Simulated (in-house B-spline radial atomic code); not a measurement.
Successive ionisation energies of gadolinium; each step leads to the configuration of the next row (after the last: [Ar] 3d3/2(4)). Dirac energy differences include first-order Breit, QED and recoil terms. NIST's values go from ground level to ground level; the uncertainty of those that are theory runs from under 0.1 % in few-electron ions to several per cent in heavy many-electron ones. Computed with an all-electron radial atomic-structure program (B-spline basis): Dirac-Hartree-Fock, jj configuration that fills j = l - 1/2 first, finite nuclei.

A number in brackets counts the electrons of a j subshell.

```
  ion                    configuration  ionisation energy (eV)  tabulated value (eV)  computed minus tabulated (eV)  highest orbital  largest mean radius (bohr)
Gd27+                    [Kr] 4d3/2(1)                   936.6                   937                              0            4d3/2                     0.52972
Gd28+                [Ar] 3d10 4s2 4p6                  1100.1                  1100                              0            4p3/2                      0.5258
Gd29+  [Ar] 3d10 4s2 4p1/2(2) 4p3/2(3)                  1143.9                  1142                              2            4p3/2                     0.52166
Gd30+  [Ar] 3d10 4s2 4p1/2(2) 4p3/2(2)                  1188.1                  1189                             -1            4p3/2                     0.51792
Gd31+  [Ar] 3d10 4s2 4p1/2(2) 4p3/2(1)                  1232.8                  1233                              0            4p3/2                     0.51423
Gd32+           [Ar] 3d10 4s2 4p1/2(2)                  1319.6                  1321                             -1            4p1/2                     0.49349
Gd33+           [Ar] 3d10 4s2 4p1/2(1)                  1368.6                  1368                              1            4p1/2                     0.49073
Gd34+                    [Ar] 3d10 4s2                  1481.0                  1481                              0            4s1/2                       0.488
Gd35+                    [Ar] 3d10 4s1                  1530.7                1532.3                             -2            4s1/2                     0.48474
Gd36+                        [Ar] 3d10                  2621.0                  2621                              0            3d5/2                     0.24014
Gd37+           [Ar] 3d3/2(4) 3d5/2(5)                  2725.3                  2720                              5            3d5/2                     0.23854
Gd38+           [Ar] 3d3/2(4) 3d5/2(4)                  2831.2                  2827                              4            3d5/2                     0.23695
Gd39+           [Ar] 3d3/2(4) 3d5/2(3)                  2938.5                  2941                             -2            3d5/2                     0.23538
Gd40+           [Ar] 3d3/2(4) 3d5/2(2)                  3047.5                  3050                             -3            3d5/2                     0.23382
Gd41+           [Ar] 3d3/2(4) 3d5/2(1)                  3157.9                  3160                             -2            3d5/2                     0.23232
```

(1) Where is the largest jump?

## Answers

(1) From Gd35+ to Gd36+, by a factor of 1.71 (1530.7 to 2621 eV); the highest orbital goes from 4s1/2 to 3d5/2.
